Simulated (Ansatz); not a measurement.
Ansatz results at the PBE0-D4/def2-TZVP geometry: size of the dipole moment (B3LYP/def2-TZVPP) 0.36 D; size of the dipole moment (ωB97M-V/def2-TZVPP) 0.25 D; size of the dipole moment (PBE/def2-TZVPP) 0.54 D.

Each molecule was computed in one conformer, which needn't be the lowest.

**Question.** Which molecule gave them?
A. `C[CH2][Al][CH3]`•
B. `F[Si](F)I`•
C. `[O][In]([F])[Cl]`•
D. `[CH2][Al]([CH3])[CH3]`•

**Answer.** A. The others give `[CH2][Al]([CH3])[CH3]`•: 0.18, 0.17, 0.18; `F[Si](F)I`•: 1.07, 1.06, 0.92; `[O][In]([F])[Cl]`•: 0.95, 0.91, 0.86.

B3LYP here is the variant with VWN-RPA as its local correlation; programs differ in this.
